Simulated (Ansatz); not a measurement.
`[SiH3]O[CH2][ZnH]` → `O[CH2][ZnH]` + `[SiH2]` at 600 K and 1 bar (silylene loss).

Gas-phase electronic energies from Ansatz, PBE0-D4/def2-TZVP geometries. CBS: MP2 limit from def2 TZ/QZ plus the TZ coupled-cluster correction, frozen cores. This one scheme is used for every species. For Zn outer-core shells are correlated without core-valence functions, which leaves a few kJ/mol of doubt a bond. Scalar relativity is left out up to krypton. Each species was taken in one conformer, which may not be the lowest.

| species | CCSD(T)/CBS energy (Eh) | H − E (kJ/mol) | S (J/(mol·K)) |
| --- | --- | --- | --- |
| `[SiH3]O[CH2][ZnH]` | -2184.28160 | 223.8 | 442.2 |
| `O[CH2][ZnH]` | -1893.96502 | 165.3 | 356.2 |
| `[SiH2]` | -290.19011 | 52.1 | 233.9 |

H − E and S are ideal-gas, rigid-rotor, harmonic terms from PBE0-D4/def2-TZVP, for one conformer and one mirror image of each species. 1 Eh = 2625.50 kJ/mol, R = 8.31446 J/(mol·K).

By hand: ΔE, ΔH, ΔS and ΔG.

ΔE = (-1893.96502) + (-290.19011) − (-2184.28160) = 0.12647 Eh = 332.0 kJ/mol. Δ(H − E) = 165.3 + 52.1 − 223.8 = -6.4, so ΔH = 325.6 kJ/mol. ΔS = 356.2 + 233.9 − 442.2 = 147.9 J/(mol·K). ΔG = 325.6 − 600 × (147.9)/1000 = 236.9 kJ/mol.

By hand: the equilibrium constant, and the temperature at which ΔG would vanish if ΔH and ΔS stayed fixed.

log₁₀ K = −ΔG/(RT ln 10) = -20.6. ΔG = 0 at ΔH/ΔS = 2201 K.

The number of gas molecules changes by +1, which sets the sign of ΔS. A doubt of 5 kJ/mol in ΔE shifts log₁₀ K by 0.4 here. Other conformers and mirror images would add mixing entropy, several J/(mol·K) or more a flexible species. Modes under 60 cm⁻¹, often nearly free rotors, make the harmonic entropy too high. These are equilibria of isolated gas molecules and say nothing of rates. Largest T1 diagnostic: 0.014 (customary marks: 0.02 for closed shells, 0.045 for open ones).
